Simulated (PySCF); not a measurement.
A side-by-side comparison of computed properties.

First species: C6H11N3Si.
Geometry (GFN2-xTB, Å), atoms numbered from 1 in this order:
```xyz
21
C6H11N3Si angstrom
C      3.2586   -1.0237   -0.1259
C      2.0414   -0.5137   -0.2801
C      1.1982   -0.0974    0.8087
C      1.4007   -0.0571    2.1793
N      0.2850    0.4223    2.7546
N     -0.5768    0.6773    1.8497
N     -0.0694    0.3800    0.6456
Si    -1.0805    0.6156   -0.7932
C     -2.5859    1.5857   -0.1962
C     -1.5220   -1.1068   -1.4623
H      3.6977   -1.1626    0.8470
H      3.8556   -1.3194   -0.9709
H      1.6224   -0.3847   -1.2693
H      2.2562   -0.3334    2.7592
H     -0.2455    1.3711   -1.7407
H     -3.3055    1.7216   -0.9974
H     -2.3016    2.5668    0.1707
H     -3.0786    1.0683    0.6216
H     -0.6412   -1.7187   -1.6368
H     -2.1573   -1.6440   -0.7625
H     -2.0606   -1.0302   -2.4014
```

Second species: C5H12S2Si.
Cartesian coordinates in Å at the GFN2-xTB level; atoms count from 1:
```
atom  x, y, z in Å
C1     3.4161    0.2639    0.9031
S2     2.0612    1.2616    0.2197
C3     0.8984   -0.0258   -0.1010
C4    -0.2551    0.1337   -0.7485
C5    -0.7058    1.4543   -1.2849
C6    -1.2117   -1.0066   -0.8911
Si7   -2.5863   -0.9539    0.4388
S8    -1.6487   -0.7463    2.3578
H9     4.2082    0.9555    1.1712
H10    3.7713   -0.4317    0.1481
H11    3.0713   -0.2652    1.7874
H12    1.2063   -0.9837    0.2894
H13   -1.5481    1.8303   -0.7033
H14    0.1006    2.1816   -1.2343
H15   -1.0321    1.3555   -2.3195
H16   -0.6805   -1.9561   -0.8099
H17   -1.6812   -0.9757   -1.8737
H18   -3.3118   -2.2138    0.4959
H19   -3.4734    0.1875    0.2325
H20   -0.6037   -0.0543    1.9192
```

Levels: PBE0/pcSseg-1 for dipole moment, HOMO energy, LUMO energy and HOMO–LUMO gap; GFN2-xTB for rotational constant A and rotational constant C. Geometries: GFN2-xTB. All species are isolated and taken at one optimised geometry, non-relativistic unless stated. Electronic properties by PySCF.

The conformers computed, where there is a choice (atom-mapped SMILES and torsion angles):
- `[CH2:1]=[CH:2][c:3]1[cH:4][n:5][n:6][n:7]1[SiH:8]([CH3:9])[CH3:10]`: C1–C2–C3–C4 3°, N6–N7–Si8–C9 11°
- `[CH3:1][S:2]/[CH:3]=[C:4](\[CH3:5])[CH2:6][SiH2:7][SH:8]`: C1–S2–C3–C4 -173°, C3–C4–C6–Si7 97°, C4–C6–Si7–S8 -51°, H–S8–Si7–C6 31°

Question: Which has the higher HOMO–LUMO gap?

Answer: The second: 5.99 eV against 5.58 eV, a difference of 0.41 eV.

Question: Which of the two has the higher HOMO energy, and by how much?

Answer: The second: -5.95 eV against -6.80 eV, a difference of 0.85 eV.

Question: Which has the higher LUMO energy?

Answer: The second: 0.04 eV against -1.22 eV, a difference of 1.26 eV.

Question: Which of the two has the higher rotational constant C, and by how much?

Answer: The first: 0.655 GHz against 0.522 GHz, a difference of 0.133 GHz.

Question: Which of the two has the higher dipole moment, and by how much?

Answer: The first: 4.21 D against 2.24 D, a difference of 1.97 D.

Question: Which has the higher rotational constant A?

Answer: The second: 1.743 GHz against 1.672 GHz, a difference of 0.071 GHz.

On the first: The dipole equals about 14.1 × 10⁻³⁰ C·m (1 D = 3.33564 × 10⁻³⁰ C·m).

On the second: The dipole equals about 7.5 × 10⁻³⁰ C·m (1 D = 3.33564 × 10⁻³⁰ C·m).
